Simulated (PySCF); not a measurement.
# How methods differ on the excitation energy of Ba

Ba [Xe] 6s2 (1S) → Ba [Xe] 5d2 (3F), as a difference of total energies. Calculation: PySCF 2.14, in x2c-TZVPPall with one added diffuse shell each of s, p, d type (12s8p7d2f1g, 94 functions); scalar relativity by spin-free X2C-1e. Correlated levels: valence: [Xe] frozen; valence and next inner shell: [Kr] 4d10 frozen. The calculations carry no spin-orbit coupling.

```csv
method,excitation energy (eV)
UHF,2.351
LDA,2.337
PBE,2.036
PBE0,2.074
r2SCAN,1.711
BHandHLYP,2.414
TPSSh,1.906
B2PLYP,2.506
MP2 (valence),2.717
SCS-MP2 (valence),2.876
MP2 (valence and next inner shell),2.881
SCS-MP2 (valence and next inner shell),2.985
```

Problem. How much does correlation contribute at MP2 (valence and next inner shell)?

Solution. 2.881 − (2.351) = 0.530 eV, measured against UHF.

A first-order spin-orbit estimate (lowest level to lowest level, LS coupling) adds -0.060 eV.
